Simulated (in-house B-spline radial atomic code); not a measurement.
Successive ionisation energies of lead; each step leads to the configuration of the next row (after the last: [Xe] 4f14 5d2). Dirac energy differences include first-order Breit, QED and recoil terms. NIST's values go from ground level to ground level; the uncertainty of those that are theory runs from under 0.1 % in few-electron ions to several per cent in heavy many-electron ones. Computed with a B-spline radial code for spherical atoms: Dirac-Hartree-Fock, average of the configuration, finite nuclei.

```csv
ion,configuration,ionisation energy (eV),tabulated value (eV),tabulated kind,computed minus tabulated (eV),highest orbital,largest mean radius (bohr)
Pb,[Xe] 4f14 5d10 6s2 6p2,6.16,7.41668,measured,-1.26,6p3/2,3.5162
Pb+,[Xe] 4f14 5d10 6s2 6p1,13.22,15.0325,measured,-1.82,6p3/2,3.1409
Pb2+,[Xe] 4f14 5d10 6s2,29.78,31.9373,measured,-2.15,6s1/2,2.2338
Pb3+,[Xe] 4f14 5d10 6s1,40.51,42.33256,measured,-1.82,6s1/2,2.144
Pb4+,[Xe] 4f14 5d10,68.34,68.8,semi-empirical,-0.46,5d5/2,1.2683
Pb5+,[Xe] 4f14 5d9,85.22,82.9,tabulated theory,2.32,5d5/2,1.2341
Pb6+,[Xe] 4f14 5d8,102.83,100.1,tabulated theory,2.73,5d5/2,1.204
Pb7+,[Xe] 4f14 5d7,?,?,tabulated theory,?,?,?
Pb8+,[Xe] 4f14 5d6,140.00,138,tabulated theory,2.00,5d5/2,1.1522
Pb9+,[Xe] 4f14 5d5,?,?,tabulated theory,?,?,?
Pb10+,[Xe] 4f14 5d4,?,?,tabulated theory,?,?,?
Pb11+,[Xe] 4f14 5d3,200.13,203,tabulated theory,-2.87,5d5/2,1.0888
```

**Question.** Fill in the row of Pb7+.

**Answer.** ionisation energy (eV): 121.10; tabulated value (eV): 120; computed minus tabulated (eV): 1.10; highest orbital: 5d5/2; largest mean radius (bohr): 1.1769.

**Question.** Fill in the row of Pb9+.

**Answer.** ionisation energy (eV): 159.49; tabulated value (eV): 158; computed minus tabulated (eV): 1.49; highest orbital: 5d5/2; largest mean radius (bohr): 1.1295.

**Question.** Fill in the row of Pb10+.

**Answer.** ionisation energy (eV): 179.54; tabulated value (eV): 182; computed minus tabulated (eV): -2.46; highest orbital: 5d5/2; largest mean radius (bohr): 1.1084.

**Question.** Where is the largest jump?

**Answer.** From Pb+ to Pb2+, by a factor of 2.25 (13.217 to 29.784 eV); the highest orbital goes from 6p3/2 to 6s1/2.

Where a p, d or f electron is removed, the computed value is a mean over both j, so it misses the tabulated one by a part of the spin-orbit splitting; averaging over terms and missing correlation add to the gap, relatively most at low charge.
